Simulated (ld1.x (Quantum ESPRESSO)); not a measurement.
**Which change was made? (Tc, TM)**

```json
{"Element": "technetium", "Generator": "ld1.x (Quantum ESPRESSO) 7.5", "Type": "norm-conserving Troullier–Martins (Kleinman–Bylander form)", "Functional": "BLYP", "Relativity": "scalar-relativistic", "Frozen core": "[Ar] 3d10", "Valence charge": "15", "Reference configuration": "4s2 4p6 4d5 5s1.75 5p0.25", "Partial waves": "4p (bound): rc 1.10 bohr; 4d (bound): rc 2.05 bohr; 4s (bound): rc 1.15 bohr", "Local potential": "the s channel", "Core correction": "none"}
```

Occupied shells without a wave of their own: 5p, 5s. They enter only through the test configuration that unscreens the potential.

Cutoffs, loose and tight: the cutoffs (Ry, on a coarse ladder) from which the occupation-weighted sum of valence levels, in a spherical-Bessel basis at the reference potential, stays within 10 and 1 mRy of its value at 400 Ry. They do not see the model core or the augmentation charge, which bear on the density cutoff. Test errors are all-electron minus pseudo excitation energies from the reference, over the configurations 4s2 4p6 4d5 5s2 5p0; 4s2 4p6 4d5 5s1 5p0; 4s2 4p6 4d5 5s0 5p0; 4s2 4p6 4d5 5s0 5p1; 4s2 4p6 4d3 5s0 5p0; 4s2 4p6 4d5 5s1 5p1; 4s2 4p6 4d6 5s0 5p0; variants that change the core or the reference have their own tests.

The base gives: outcome: generated; cutoff, loose: 120 Ry; cutoff, tight: 200 Ry; bound ghosts: none; largest test error (meV): -543.

Task: After one change the result is: outcome: generated, misses its reference levels by 0.19 eV; cutoff, loose: 110 Ry; cutoff, tight: 160 Ry; bound ghosts: none; largest test error (meV): -1024. Which change was it?
A. reference 4s2 4p6 4d5.5 5s1.5 5p0
B. all radii scaled by about 1.09 (s 1.26, p 1.20, d 2.24 bohr)
C. wave 4s (bound): rc 1.15 bohr becomes 4s (bound): rc 1.70 bohr
D. local potential the p channel

Result: B. The others give: reference 4s2 4p6 4d5.5 5s1.5 5p0 → outcome: generated; cutoff, loose: 120 Ry; cutoff, tight: 200 Ry; bound ghosts: none; largest test error (meV): -234 | local potential the p channel → outcome: generated; cutoff, loose: 120 Ry; cutoff, tight: 200 Ry; bound ghosts: none; largest test error (meV): -168 | wave 4s (bound): rc 1.15 bohr becomes 4s (bound): rc 1.70 bohr → outcome: generated, misses its reference levels by 1.51 eV; cutoff, loose: 110 Ry; cutoff, tight: 140 Ry; bound ghosts: none; largest test error (meV): -7812.
